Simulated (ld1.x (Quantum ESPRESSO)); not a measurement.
## Which change was made? (Sr, RRKJ)

* Element: strontium (Sr)
* Generator: ld1.x (Quantum ESPRESSO) 7.5
* Type: norm-conserving RRKJ (Kleinman–Bylander form)
* Functional: LDA (PZ)
* Relativity: scalar-relativistic
* Frozen core: [Ar] 3d10
* Valence charge: 10
* Reference configuration: 4s2 4p6 4d1 5s1 5p0
* Partial waves: 4s (bound): rc 2.20 bohr; 4p (bound): rc 1.40 bohr; 4d (bound): rc 3.15 bohr
* Local potential: the d channel
* Core correction: none

Occupied shells without a wave of their own: 5s. They enter only through the test configuration that unscreens the potential.

Cutoffs, loose and tight: the cutoffs (Ry, on a coarse ladder) from which the occupation-weighted sum of valence levels, in a spherical-Bessel basis at the reference potential, stays within 10 and 1 mRy of its value at 400 Ry. They do not see the model core or the augmentation charge, which bear on the density cutoff. Test errors are all-electron minus pseudo excitation energies from the reference, over the configurations 4s2 4p6 4d0 5s2 5p0; 4s2 4p6 4d0 5s1 5p0; 4s2 4p6 4d0 5s0 5p0; 4s2 4p6 4d0 5s1.5 5p0; 4s1 4p6 4d0 5s2 5p0; 4s2 4p6 4d0.5 5s1.5 5p0; 4s2 4p6 4d0 5s1 5p1 (two spin-polarised tests are not counted in the largest error); variants that change the core or the reference have their own tests. The largest error is taken over the tests solved by every variant that gives reliable tests at all, those not shown here included: 4s1 4p6 4d0 5s2 5p0; 4s2 4p6 4d0 5s0 5p0; 4s2 4p6 4d0 5s1 5p0; 4s2 4p6 4d0 5s1.5 5p0; 4s2 4p6 4d0 5s2 5p0; 4s2 4p6 4d0.5 5s1.5 5p0.

The base gives: outcome: generated, misses its reference levels by 0.19 eV; cutoff, loose: 70 Ry; cutoff, tight: 80 Ry; bound ghosts: p; largest test error (meV): +714.

On the changes marked as counting shells twice: ld1.x takes every shell without a wave as core, so the model core holds the marked electrons as well and exchange and correlation see them twice. This cancels in the reference configuration, but the file is broken for other ones, and its errors say nothing about a proper core correction.

(1) After one change the result is: outcome: generated, misses its reference levels by 0.19 eV; cutoff, loose: 70 Ry; cutoff, tight: 80 Ry; bound ghosts: p; largest test error (meV): -876. Which change was it?
A. local potential the p channel
B. fully relativistic
C. core correction a·sin(br)/r model core inside 1.16 bohr (5s counted twice)
D. wave 4d (bound): rc 3.15 bohr becomes 4d (bound): rc 2.80 bohr

Results:

(1) C. The others give: wave 4d (bound): rc 3.15 bohr becomes 4d (bound): rc 2.80 bohr → outcome: generated; cutoff, loose: 70 Ry; cutoff, tight: 80 Ry; bound ghosts: none; largest test error (meV): +518 | fully relativistic → outcome: generated, misses its reference levels by 0.19 eV; cutoff, loose: 70 Ry; cutoff, tight: 80 Ry; bound ghosts: p3/2; largest test error (meV): +720 | local potential the p channel → outcome: generated, misses its reference levels by 0.18 eV; cutoff, loose: 45 Ry; cutoff, tight: 90 Ry; bound ghosts: none; largest test error (meV): +569.
